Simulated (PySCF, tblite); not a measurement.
Isomers of C6H9ClF2O, one GFN2-xTB conformer each. Single-point energies are computed at PBE0/pcSseg-1 (PySCF, gas phase, no added dispersion term), electronic only.

```
                       SMILES  GFN2-xTB relative energy (kJ/mol)
CC(C)[C@@H](F)[C@H](F)C(=O)Cl                               14.5
     CC[C@H](C)C(F)(F)C(=O)Cl                                8.6
 CC[C@@](F)(C(=O)Cl)[C@H](C)F                                0.0
```

Conformers: `[CH3:1][CH:2]([CH3:3])[C@@H:4]([F:5])[C@H:6]([F:7])[C:8](=[O:9])[Cl:10]` with C1–C2–C4–F5 52°, C2–C4–C6–F7 81°, C4–C6–C8–O9 -69°; `[CH3:1][CH2:2][C@H:3]([CH3:4])[C:5]([F:6])([F:7])[C:8](=[O:9])[Cl:10]` with C1–C2–C3–C4 -169°, C2–C3–C5–F6 -74°, C3–C5–C8–O9 71°; `[CH3:1][CH2:2][C@@:3]([F:4])([C:5](=[O:6])[Cl:7])[C@H:8]([CH3:9])[F:10]` with C1–C2–C3–F4 -61°, C2–C3–C5–O6 67°, C2–C3–C8–C9 169°.

Question: What does PBE0/pcSseg-1 give for the same structures?

Answer: 
```
                       SMILES  PBE0/pcSseg-1 E (Eh)  PBE0/pcSseg-1 (kJ/mol)  GFN2-xTB (kJ/mol)  point group
 CC[C@@](F)(C(=O)Cl)[C@H](C)F            -968.40571                     0.0                0.0           C1
     CC[C@H](C)C(F)(F)C(=O)Cl            -968.40409                     4.3                8.6           C1
CC(C)[C@@H](F)[C@H](F)C(=O)Cl            -968.39510                    27.9               14.5           C1
```

Both levels put the same isomer lowest; measured from each level's own lowest isomer, the values differ by up to 13.4 kJ/mol (CC(C)[C@@H](F)[C@H](F)C(=O)Cl: 14.5 against 27.9). Neighbours under 10 kJ/mol apart (CC[C@@](F)(C(=O)Cl)[C@H](C)F and CC[C@H](C)C(F)(F)C(=O)Cl) can change places with a better method, another conformer or zero-point energy.

Question: Which frontier levels, dipoles and rotational constants go with these structures?

Answer: 
```csv
SMILES,"HOMO (eV, PBE0/pcSseg-1)",LUMO (eV),dipole (D),"A, B, C (MHz)"
CC[C@@](F)(C(=O)Cl)[C@H](C)F,-8.72,-1.58,0.72,"1430, 947.5, 766.6"
CC[C@H](C)C(F)(F)C(=O)Cl,-8.83,-1.85,2.58,"1276, 1057, 852.0"
CC(C)[C@@H](F)[C@H](F)C(=O)Cl,-8.76,-1.56,2.30,"1517, 825.4, 737.2"
```

Question: What happens when harmonic zero-point energies from GFN2-xTB frequencies are added?

Answer: 
```json
{"SMILES": "CC[C@@](F)(C(=O)Cl)[C@H](C)F", "ZPE (kJ/mol)": "371.7", "electronic (kJ/mol)": "0.0", "with ZPE (kJ/mol)": "0.0"}
{"SMILES": "CC[C@H](C)C(F)(F)C(=O)Cl", "ZPE (kJ/mol)": "373.7", "electronic (kJ/mol)": "4.3", "with ZPE (kJ/mol)": "6.2"}
{"SMILES": "CC(C)[C@@H](F)[C@H](F)C(=O)Cl", "ZPE (kJ/mol)": "373.2", "electronic (kJ/mol)": "27.9", "with ZPE (kJ/mol)": "29.3"}
```

The zero-point energies span 2.0 kJ/mol. The order is unchanged.

Question: As an exercise, what shares would exp(−E/RT) give at 298.15 K from these electronic energies alone (no entropy, no degeneracies)?

Answer: RT = 2.479 kJ/mol: CC[C@@](F)(C(=O)Cl)[C@H](C)F 84.7 %, CC[C@H](C)C(F)(F)C(=O)Cl 15.2 %, CC(C)[C@@H](F)[C@H](F)C(=O)Cl under 0.1 %.
